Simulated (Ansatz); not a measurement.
Saddle point of Si4H12ClOF, closed shell (Si₄H₉Cl ([SiH3][Si]([SiH3])([SiH3])[Cl]) + H₂O + HF → Si₃H₇Cl ([SiH3][SiH]([SiH3])[Cl]) + SiH₃F ([F][SiH3]) + H₂O; bonds formed: Si1–H8, Si2–F9; bonds broken: Si1–Si2, H8–F9), PBE0-D4/def2-TZVP structure:

```tsv
atom	x (Å)	y (Å)	z (Å)
Si1	-0.3396	-0.0470	0.8678
Si2	2.0920	0.7591	0.5333
Si3	-1.3800	1.8187	-0.0841
Si4	-1.3309	-2.1286	0.4320
Cl5	-0.3385	0.0523	2.9458
H6	0.8825	-0.4991	-1.9526
O7	0.0394	-0.0307	-2.0374
H8	1.1530	-0.6704	0.1739
F9	2.1265	-1.0230	-0.5616
H10	3.1673	0.1687	1.3538
H11	2.4340	1.4191	-0.7407
H12	1.4985	1.8418	1.3857
H13	-2.4077	1.3636	-1.0545
H14	-0.3795	2.6863	-0.7502
H15	-2.0458	2.5769	1.0089
H16	-0.5407	-3.1894	1.1069
H17	-1.4072	-2.4168	-1.0234
H18	-2.7071	-2.1046	0.9952
H19	-0.5162	-0.5771	-2.5985
```

Energies are electronic, without zero-point energy. Barriers and step energies count from the start structure reached by relaxing down the imaginary mode; all methods use the PBE0-D4 structures, on which another method's saddle can fall below an end. Ansatz 0.2.0; basis: def2-TZVPP, with def2-QZVPP for the basis limit; cores frozen in the correlated methods. B3LYP uses VWN-RPA correlation. Extrapolation: Hartree–Fock as exp(−7.88 √X), correlation as X^−2.97.

| method | barrier (kJ/mol) | step energy (kJ/mol) |
| --- | --- | --- |
| SPW92 | 103.6 | -79.1 |
| PBE-D4 | 128.5 | -83.3 |
| BLYP-D4 | 139.5 | -104.4 |
| r2SCAN-D4 | 137.0 | -105.1 |
| B97M-V | 156.3 | -107.0 |
| PBE0-D4 | ? | -92.3 |
| B3LYP-D4 | ? | -110.9 |
| r2SCAN0-D4 | 156.2 | -108.2 |
| BHLYP-D4 | 182.3 | -122.1 |
| CAM-B3LYP-D4 | 160.7 | -120.9 |
| wB97X-V | 160.7 | -113.2 |
| wB97M-V | 154.2 | -114.9 |
| B2PLYP | ? | -120.8 |
| PBE-QIDH | 164.6 | -106.8 |
| RPA on PBE | 164.0 | -118.2 |
| HF | 237.6 | -155.0 |
| MP2 | 161.4 | -114.6 |
| CCSD | 183.4 | -119.3 |
| CCSD(T) | 169.9 | -112.5 |

**Question.** Fill in the withheld barriers. (To be estimated.)

**Answer.** By the calculation: B2PLYP 162.8; B3LYP-D4 157.3; PBE0-D4 152.1 kJ/mol. Each is the energy of the saddle less that of the start structure, by the same method.

For comparison, the barrier by CCSD(T) at an estimated basis limit (MP2 extrapolated from triple and quadruple zeta, plus CCSD(T) − MP2 in triple zeta) is 165.5 kJ/mol.

T1 diagnostic: at most 0.014.

Labels in which every atom is bracketed show which atoms are joined, not bond orders.

For scale, one of the runs: CCSD(T)/def2-TZVPP, 440 basis functions, launched by `ansatz run in.yaml --threads 5 --pin off --events-out ev --progress --plain --max-ram 66560MiB --backend cuda --devices 0, --max-vram 37GiB`. Hardware: 5 CPU threads of an AMD EPYC 7R13 and a share of one NVIDIA H100, shared host. Wall time 29 s; peak host memory 1 GiB.
